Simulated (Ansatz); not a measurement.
Ti(NH2)F3 (TiNF3H2), relaxed as a singlet with RKS PBE0-D4/def2-SVP in Ansatz, starting from the GFN2-xTB geometry. Force threshold 0.02 eV/Å.

Start:

| atom | x (Å) | y (Å) | z (Å) |
| --- | --- | --- | --- |
| Ti1 | -0.7121 | -0.2055 | 0.0241 |
| N2 | 1.0476 | 0.2774 | -0.0179 |
| H3 | 1.5800 | 0.6657 | 0.7598 |
| H4 | 1.6413 | 0.2407 | -0.8477 |
| F5 | -1.0689 | -0.5415 | 1.6622 |
| F6 | -0.8583 | -1.5540 | -1.0189 |
| F7 | -1.6296 | 1.1172 | -0.5616 |

```json
{"step": "1", "energy (eV)": "-32769.7837", "largest force component (eV/Å)": "1.004", "SCF passes": "27"}
{"step": "2", "energy (eV)": "-32769.8454", "largest force component (eV/Å)": "0.365", "SCF passes": "34"}
{"step": "3", "energy (eV)": "-32769.8533", "largest force component (eV/Å)": "0.028", "SCF passes": "34"}
{"step": "4", "energy (eV)": "-32769.8535", "largest force component (eV/Å)": "0.014", "SCF passes": "27"}
```

Force components are those of the run's own axes.

End:

| atom | x (Å) | y (Å) | z (Å) |
| --- | --- | --- | --- |
| Ti1 | -0.686 | -0.206 | 0.027 |
| N2 | 1.087 | 0.285 | -0.018 |
| H3 | 1.603 | 0.672 | 0.768 |
| H4 | 1.672 | 0.243 | -0.850 |
| F5 | -1.097 | -0.535 | 1.681 |
| F6 | -0.898 | -1.560 | -1.043 |
| F7 | -1.681 | 1.101 | -0.564 |

By distances, no bond broke or formed. The bond that changes most is Ti1–F7, from 1.71 to 1.75 Å (atoms count from 1).

No frequencies were taken in this run, so the end may be a saddle point.

Hardware: 4 threads of Arm Neoverse V1 on a shared host. Wall time 8 s.
